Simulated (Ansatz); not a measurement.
`CO[Si@@H](O)[Si@H](O)Cl` at its PBE0-D4/def2-TZVP geometry, where that method's forces vanish. Charge 0, multiplicity 1.

```xyz
14

C    -0.4583    0.3897   -2.2943
O    -0.2806    1.0808   -1.0774
Si    0.6032    0.5440    0.1932
O     1.0704    1.8261    1.0986
Si   -0.6665   -0.8379    1.6022
O     0.1566   -1.5017    2.8557
Cl   -1.3382   -2.3255    0.3146
H    -0.7671    1.1102   -3.0535
H    -1.2323   -0.3769   -2.1994
H     0.4698   -0.0916   -2.6233
H     1.7736   -0.2087   -0.3608
H     1.5402    2.5403    0.6635
H    -1.8652   -0.2185    2.2082
H     0.9944   -1.9299    2.6726
```

(1) What forces (eV/Å) does PBE-D4/def2-TZVPP give on these atoms in Ansatz 0.2.0? (An estimate is asked.)

Results:

(1) Computed: 
```
C1  -0.030 -0.108 -0.199
O2  -0.240  0.422  0.005
Si3  0.076 -0.423  0.135
O4  -0.086  0.089  0.513
Si5 -0.059  0.263 -0.281
O6  -0.133 -0.015  0.548
Cl7 -0.104 -0.192 -0.196
H8  -0.071  0.147 -0.177
H9  -0.168 -0.176 -0.001
H10  0.195 -0.117 -0.089
H11  0.139 -0.110 -0.076
H12  0.232  0.342 -0.195
H13 -0.146  0.073  0.097
H14  0.394 -0.194 -0.084
```
